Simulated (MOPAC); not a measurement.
MOPAC input (PM3):

```
PM3 1SCF CHARGE=1 GEO-OK AUX(PRECISION=9) THREADS=1
ClGe

Ge   -0.00000000 1   -0.00000000 1   -0.76210370 1
Cl    0.00000000 1    0.00000000 1    1.43454814 1
```

Output:

```
 *******************************************************************************
 **                                                                           **
 **                              MOPAC v23.2.5                                **
 **                                                                           **
 *******************************************************************************
 ** MOPAC's Digital Object Identifier: https://doi.org/10.5281/zenodo.6511958 **
 **                                                                           **
 ** Please cite the open-source release paper for use of this MOPAC version:  **
 ** J. E. Moussa and J. J. P. Stewart (2026)                                  **
 ** MOPAC: An open-source semiempirical molecular orbital program             **
 ** J. Open Source Softw., 11(119), 8025, https://doi.org/10.21105/joss.08025 **
 *******************************************************************************

                              PM3 CALCULATION RESULTS

 *******************************************************************************
 *  PM3        - The PM3 Hamiltonian to be used
 *  GEO-OK     - OVERRIDE INTERATOMIC DISTANCE AND OTHER SAFETY CHECKS
 *
 *
 *
 *                 CHARGE ON SYSTEM = +1
 *
 *
 *
 *  1SCF       - DO 1 SCF AND THEN STOP
 *  AUX        - OUTPUT AUXILIARY INFORMATION
 *******************************************************************************
PM3 1SCF CHARGE=1 GEO-OK AUX(PRECISION=9) THREADS=1
 ClGe

   ATOM   CHEMICAL          X               Y               Z
  NUMBER   SYMBOL      (ANGSTROMS)     (ANGSTROMS)     (ANGSTROMS)

     1      Ge         -0.00000000  *  -0.00000000  *  -0.76210370  *
     2      Cl          0.00000000  *   0.00000000  *   1.43454814  *

          CARTESIAN COORDINATES

    NO.       ATOM           X           Y           Z

     1        Ge         -0.0000     -0.0000     -0.7621
     2        Cl          0.0000      0.0000      1.4345

 Cl: (PM3): J. J. P. STEWART, J. COMP. CHEM. 10, 209 (1989).
 Ge: (PM3): J. J. P. STEWART, J. COMP. CHEM. 12, 320-341 (1991).

           Empirical Formula: Ge Cl  =     2 atoms

      MOLECULAR POINT GROUP   :   C*v

      RHF CALCULATION, NO. OF DOUBLY OCCUPIED LEVELS = 5

 -------------------------------------------------------------------------------
 PM3 1SCF CHARGE=1 GEO-OK AUX(PRECISION=9) THREADS=1
 ClGe

     1SCF WAS SPECIFIED, SO BFGS WAS NOT USED
     SCF FIELD WAS ACHIEVED

                              PM3 CALCULATION
                                                       MOPAC v23.2.5 Linux

          FINAL HEAT OF FORMATION =        260.37001 KCAL/MOL =    1089.38812 KJ/MOL

          COSMO AREA              =         95.80 SQUARE ANGSTROMS
          COSMO VOLUME            =         83.27 CUBIC ANGSTROMS

          IONIZATION POTENTIAL    =         15.365779 EV
          HOMO LUMO ENERGIES (EV) =        -15.366 -9.916
          NO. OF FILLED LEVELS    =          5
          MOLECULAR WEIGHT        =        108.0430         POINT GROUP:  C*v

          MOLECULAR DIMENSIONS (Angstroms)

            Atom       Atom       Distance
           Cl     2   Ge     1     2.19665
           Cl     2   Ge     1     0.00000
           Ge     1   Cl     2     0.00000

          SCF CALCULATIONS        =          1

   ATOM   CHEMICAL          X               Y               Z
  NUMBER   SYMBOL      (ANGSTROMS)     (ANGSTROMS)     (ANGSTROMS)

     1      Ge         -0.00000000  *  -0.00000000  *  -0.76210370  *
     2      Cl          0.00000000  *   0.00000000  *   1.43454814  *

                             CARTESIAN COORDINATES

   1   Ge       -0.000000000    -0.000000000    -0.762103700
   2   Cl        0.000000000     0.000000000     1.434548140

           Empirical Formula: Ge Cl  =     2 atoms

      MOLECULAR POINT GROUP   :   C*v

                  EIGENVALUES
 -59.66962 -18.94847 -17.53731 -16.73377 -15.36578  -9.91572  -8.42758  -4.45609

              NET ATOMIC CHARGES AND DIPOLE CONTRIBUTIONS

  ATOM NO.   TYPE          CHARGE      No. of ELECS.   s-Pop       p-Pop
    1         Ge           0.465011        3.5350     0.13742     3.39757
    2         Cl           0.534989        6.4650     1.98137     4.48364
 DIPOLE           X         Y         Z       TOTAL
 POINT-CHG.     0.000     0.000     2.182     2.182
 HYBRID         0.000    -0.000    -2.612     2.612
 SUM            0.000    -0.000    -0.429     0.429

          ATOMIC ORBITAL ELECTRON POPULATIONS

     Atom    s        px        py        pz
    1 Ge   0.13742   2.00000   0.60183   0.79574
    2 Cl   1.98137   2.00000   1.39817   1.08546

 **********************
 *                    *
 * JOB ENDED NORMALLY *
 *                    *
 **********************

 == MOPAC DONE ==
```

The dipole moment of an ion depends on the origin.
